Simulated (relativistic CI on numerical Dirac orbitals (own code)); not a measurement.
## Fe³⁺ in a cubic cluster: 1s photoemission with charge transfer

Computed with a charge-transfer multiplet model of a cubic metal-ligand cluster with up to 2 ligand holes, Slater and spin-orbit integrals from Dirac-Coulomb-Breit ions, Slater integrals scaled by 0.9. The ground state mixes d5 with configurations of k ligand holes L, whose averages lie at kΔ + k(k − 1)U_dd/2; a core hole lowers each added d electron by U_cd. 300 K, Lorentzian 1.1 eV and Gaussian 0.6 eV FWHM.

Atomic integrals in eV (Slater integrals scaled, ζ unscaled), ground: F2dd 10.785, F4dd 6.742, zeta_d 0.056; with the core hole: F2dd 12.289, F4dd 7.718, zeta_d 0.082, G2cd 0.068.

Cluster parameters (eV): Δ = 0.7, U_dd = 6.7, U_cd = 7.5, 10Dq = 0.9, 10Dq(ligand) = 1.2, final-state hopping factor = 1.

```csv
Case,n_d,d5,d6L,d7L2,S
"V(eg) = 1.7 eV, V(t2g) = -0.9 eV",5.32,0.69,0.29,0.02,2.50
"V(eg) = 2 eV, V(t2g) = -1.05 eV",5.38,0.65,0.33,0.02,2.50
"V(eg) = 2.6 eV, V(t2g) = -1.37 eV",5.47,0.57,0.39,0.04,2.50
```

Weights, n_d and S are thermal averages at 300 K. Binding energies count from the first peak over 30 % of the highest in each spectrum, which can be another peak from case to case. The parameters are a model scan and need not match a compound or its usual spin state. Peaks in eV (height, largest 100):
- V(eg) = 1.7 eV, V(t2g) = -0.9 eV: 0.0 (100), 5.8 (41), 7.4 (29), 9.8 (15)
- V(eg) = 2 eV, V(t2g) = -1.05 eV: 0.0 (100), 6.5 (35), 8.2 (20), 11.2 (9)
- V(eg) = 2.6 eV, V(t2g) = -1.37 eV: 0.0 (100), 8.1 (25)

Curve for V(eg) = 1.7 eV, V(t2g) = -0.9 eV (points under 2 left out, the grid thinned):

```
E (eV)  Intensity
  -3.9        2.5
  -3.5        3.1
  -3.2        3.6
  -2.8        4.6
  -2.5        5.7
  -2.1        7.9
  -1.7       11.7
  -1.4       16.6
  -1.0       29.1
  -0.7       47.0
  -0.3       82.9
   0.1       99.6
   0.4       81.0
   0.8       45.7
   1.1       28.7
   1.5       17.0
   1.8       12.5
   2.2        9.1
   2.6        7.3
   2.9        6.5
   3.3        6.2
   3.6        6.4
   4.0        7.5
   4.4       10.0
   4.7       13.5
   5.1       23.0
   5.4       33.4
   5.8       41.1
   6.2       33.2
   6.5       26.1
   6.9       24.5
   7.2       27.6
   7.6       27.5
   7.9       22.0
   8.3       14.8
   8.7       11.6
   9.0       11.2
   9.4       13.4
   9.7       15.1
  10.1       12.9
  10.5        8.0
  10.8        5.4
  11.2        3.5
  11.5        2.7
  11.9        2.0
```

For the case V(eg) = 2.6 eV, V(t2g) = -1.37 eV, Δ = 0.7 eV is smaller than U_dd = 6.7 eV, the charge-transfer side of the Zaanen-Sawatzky-Allen scheme. With the core hole the average of the configuration with one ligand hole lies at Δ − U_cd = -6.8 eV before mixing: it lies below the unscreened one, so the lowest final states are mostly screened and the unscreened weight appears at higher binding energy as a satellite.

With at most 2 ligand holes the space is cut while the next configuration still counts, so covalency is underestimated, and a final configuration with one more ligand hole, which can lie low, is missing from the spectra.
